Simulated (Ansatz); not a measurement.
A structure relaxed at r2SCAN-D4/def2-SVP in Ansatz, charge 0, singlet:

```xyz
8

Al    0.076   -2.249   -1.540
Al    1.423   -0.700    0.904
Al   -2.236    2.159   -0.695
Al    2.673    1.415    0.112
Sb    0.167    0.642   -1.555
Sb   -1.818   -0.455    0.589
Sb    0.038    1.930    1.038
Sb   -0.323   -2.742    1.148
```

Problem. Give its formula.

Solution. Al4Sb4.

Problem. Summarise the bond lengths by kind (pairs closer than 1.2 times the sum of covalent radii, bridged metal pairs left out).

Solution. 10 × Al–Sb 2.70 to 3.11 Å; 4 × Sb–Sb 2.79 to 3.12 Å.

In the def2 sets Sb takes a core potential; there is no spin–orbit coupling. The restricted singlet is unstable towards broken spin symmetry in Hartree–Fock (as tested in another run); at r2SCAN-D4/def2-SVP this wasn't settled. Another isomer (singlet) lies 0.57 eV lower at PBE0-D4/def2-TZVP; other spin states weren't run for this one.
